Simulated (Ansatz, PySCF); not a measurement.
The PySCF input:
```python
from pyscf import gto, scf, cc

mol = gto.Mole()
mol.atom = '''
    C    -0.73625456    0.18031274    1.50162581
    C    -0.60520756    0.18405462   -0.00498451
    C    -1.56034575   -0.77288188   -0.68318510
    C    -0.64173758    1.56773273   -0.61747268
    C     0.96848711   -0.34934101   -0.39686554
    O     1.84217162    0.55662477    0.13610481
    O     1.02552288   -1.59639469   -0.19987370
    H    -0.06594003    0.90706390    1.95627426
    H    -1.75933852    0.43698540    1.78035443
    H    -0.51929729   -0.80943847    1.89963957
    H    -2.57965495   -0.40056188   -0.57585168
    H    -1.49643221   -1.76237632   -0.23958998
    H    -1.33473584   -0.85712739   -1.74327402
    H     0.11509125    2.21377824   -0.18104230
    H    -0.48193302    1.52016241   -1.69168375
    H    -1.62417773    2.00495061   -0.43322171
    H     2.25521264    0.20545970    0.94383816
'''
mol.basis = 'sto-3g'
mol.spin = 2
mol.verbose = 4
mol.build()

mf = scf.UHF(mol)
mf.kernel()

mycc = cc.CCSD(mf, frozen=7)
mycc.kernel()
et = mycc.ccsd_t()
print('E(CCSD(T)) = %.10f' % (mycc.e_tot + et))
```

Question: Convert this to an input for Ansatz (a quantum-chemistry and plane-wave program).

Answer: One answer among several that fit: 
Ansatz 0.2 input:
```yaml
crystal:
  periodic: [false, false, false]
  atoms:
    - {symbol: C, position_ang: [-0.73625456, 0.18031274, 1.50162581]}
    - {symbol: C, position_ang: [-0.60520756, 0.18405462, -0.00498451]}
    - {symbol: C, position_ang: [-1.56034575, -0.77288188, -0.68318510]}
    - {symbol: C, position_ang: [-0.64173758, 1.56773273, -0.61747268]}
    - {symbol: C, position_ang: [0.96848711, -0.34934101, -0.39686554]}
    - {symbol: O, position_ang: [1.84217162, 0.55662477, 0.13610481]}
    - {symbol: O, position_ang: [1.02552288, -1.59639469, -0.19987370]}
    - {symbol: H, position_ang: [-0.06594003, 0.90706390, 1.95627426]}
    - {symbol: H, position_ang: [-1.75933852, 0.43698540, 1.78035443]}
    - {symbol: H, position_ang: [-0.51929729, -0.80943847, 1.89963957]}
    - {symbol: H, position_ang: [-2.57965495, -0.40056188, -0.57585168]}
    - {symbol: H, position_ang: [-1.49643221, -1.76237632, -0.23958998]}
    - {symbol: H, position_ang: [-1.33473584, -0.85712739, -1.74327402]}
    - {symbol: H, position_ang: [0.11509125, 2.21377824, -0.18104230]}
    - {symbol: H, position_ang: [-0.48193302, 1.52016241, -1.69168375]}
    - {symbol: H, position_ang: [-1.62417773, 2.00495061, -0.43322171]}
    - {symbol: H, position_ang: [2.25521264, 0.20545970, 0.94383816]}
basis:
  gaussian:
    orbitals: STO-3G
magnetization: {spin_polarized: true, initial_magnetization: 2}
correlation: {method: ccsd_t, electrons: outside_noble_gas}
accuracy: high
```

Both were run: PySCF gave -340.848281 Eh and Ansatz -340.848281 Eh, 0.000 mEh apart.
